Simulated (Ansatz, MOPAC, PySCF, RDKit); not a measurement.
C2H6 (SMILES CC) and CH4S (SMILES CS) are pulled apart as rigid monomers along the line of their centres of mass, from the B3LYP-D3(BJ)/def2-TZVP minimum. Starting geometry (charge 0, multiplicity 1):
```xyz
14

C     -0.5266     0.5589     0.2331
C      0.5468    -0.5232     0.1628
H     -1.2774     0.4207    -0.5472
H     -0.0961     1.5538     0.1007
H     -1.0430     0.5407     1.1945
H      0.1166    -1.5170     0.3042
H      1.3096    -0.3802     0.9314
H      1.0549    -0.5203    -0.8034
C      0.8405     0.8735     3.8013
S     -0.3162    -0.5159     4.0273
H      0.7125     1.3383     2.8262
H      0.5950     1.6011     4.5729
H      1.8717     0.5543     3.9360
H      0.1507    -1.2821     3.0290
```

Interaction energies with rigid monomers; basis-set methods are counterpoise corrected unless marked otherwise.

Rows in 6-31G* carry no dispersion term and start afresh at each structure (6-31G* with six Cartesian d functions). The state that AM1 reach isn't checked.

Codes used: Ansatz (a program for electronic structure) with Gaussian orbitals; MOPAC for AM1 (differences of heats of formation); PySCF for 6-31G* rows, the dispersion terms; RDKit for the force fields. Values without a source in brackets are computed.

```csv
C1···H11 (Å),MMFF94 (kJ/mol),AM1 (kJ/mol),BP86/6-31G* (no counterpoise) (kJ/mol),r2SCAN-D3(BJ)/def2-TZVPPD (kJ/mol),B3LYP-D4/def2-TZVPPD (kJ/mol)
2.72,[?],0.8,7.3,-5.1,-3.8
2.98,-1.4,-0.3,2.6,-7.4,-6.9
3.37,-3.5,0.1,1.2,-5.7,-5.5
4.06,-1.9,[?],0.7,-2.5,-2.1
5.19,-0.5,-0.1,0.0,-0.7,-0.5
```

### Question
Some entries are withheld; supply them.

### Answer

- 2.72, MMFF94 (kJ/mol): 8.4
- 4.06, AM1 (kJ/mol): 0.0
